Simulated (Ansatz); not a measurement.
Start from `C[O][W]([OH])([Cl])([O]C)([O]C)[O]C` and change one element to get `C[O][Mo]([OH])([Cl])([O]C)([O]C)[O]C`.

Ansatz, PBE0-D4/def2-TZVP geometries, multiplicity 1. Each molecule was computed in one conformer, which needn't be the lowest.

Elements past krypton have def2 core potentials.

| property | `C[O][W]([OH])([Cl])([O]C)([O]C)[O]C` |
| --- | --- |
| HOMO–LUMO gap (B3LYP/def2-TZVPP) / eV | 5.29 |
| HOMO–LUMO gap (PBE0/def2-TZVPP) / eV | 5.77 |
| HOMO energy (PBE0/def2-TZVPP) / eV | -7.82 |
| LUMO energy (PBE0/def2-TZVPP) / eV | -2.05 |
| HOMO energy (PBE/def2-TZVPP) / eV | -6.38 |
| LUMO energy (B3LYP/def2-TZVPP) / eV | -2.25 |

Give the same properties after the change, and the shifts. (An estimate is asked.)

Computed: 
| property | `C[O][Mo]([OH])([Cl])([O]C)([O]C)[O]C` | shift |
| --- | --- | --- |
| HOMO–LUMO gap (B3LYP/def2-TZVPP) / eV | 4.50 | -0.79 |
| HOMO–LUMO gap (PBE0/def2-TZVPP) / eV | 4.97 | -0.80 |
| HOMO energy (PBE0/def2-TZVPP) / eV | -7.77 | 0.05 |
| LUMO energy (PBE0/def2-TZVPP) / eV | -2.81 | -0.76 |
| HOMO energy (PBE/def2-TZVPP) / eV | -6.35 | 0.03 |
| LUMO energy (B3LYP/def2-TZVPP) / eV | -3.00 | -0.75 |

With PBE0 the HOMO rises by 0.05 eV and the LUMO falls by 0.76 eV, so the gap narrows by about 0.81 eV. PBE moves the HOMO by 0.03 eV and ωB97M-V by 0.06 eV.

B3LYP here is the variant with VWN-RPA as its local correlation; programs differ in this.
